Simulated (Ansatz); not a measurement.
`C[S][AlH][CH2]F` → `C[S][AlH][F]` + `[CH2]` (triplet)  (formal loss of a carbene)

Isolated molecules relaxed with PBE0-D4/def2-TZVP in Ansatz; ΔE leaves out vibrations. CCSD(T)/CBS adds triple-zeta CCSD(T) − MP2 to the extrapolated MP2 energy (def2 sets, frozen cores). This one scheme is used for every species. Functionals use def2-TZVPP. B3LYP here is the variant with VWN-RPA as its local correlation; programs differ in this. Triplets are unrestricted, without spin–orbit coupling. Each species was taken in one conformer, which may not be the lowest.

| level | ΔE (kJ/mol) |
| --- | --- |
| B3LYP-D4 | 176.6 |
| MP2/def2-TZVPP | 162.0 |
| CCSD/def2-TZVPP | 149.9 |
| CCSD/CBS(def2) | 158.2 |

**Question.** What does CCSD(T)/CBS give? (An estimate is asked.)

**Answer.** Computed: +170.3 kJ/mol. The listed levels differ from it by 6.3, -8.3, -20.4, -12.1 kJ/mol.

Largest T1 diagnostic among the species: 0.012.

From PBE to PBE0 (25 % exact exchange), in def2-TZVPP and without D4, ΔE moves by −15.1 kJ/mol. In def2-TZVPP, CCSD(T) changes the Hartree–Fock value by +134.3 kJ/mol (the triples alone add +12.2 kJ/mol) and MP2 by +134.3 kJ/mol. The D4 term adds +9.2 kJ/mol with B3LYP and +5.2 kJ/mol with PBE0; it sums over pairs of atoms, weighted by their polarisabilities, and B3LYP, whose exchange is more repulsive, gets the larger term.
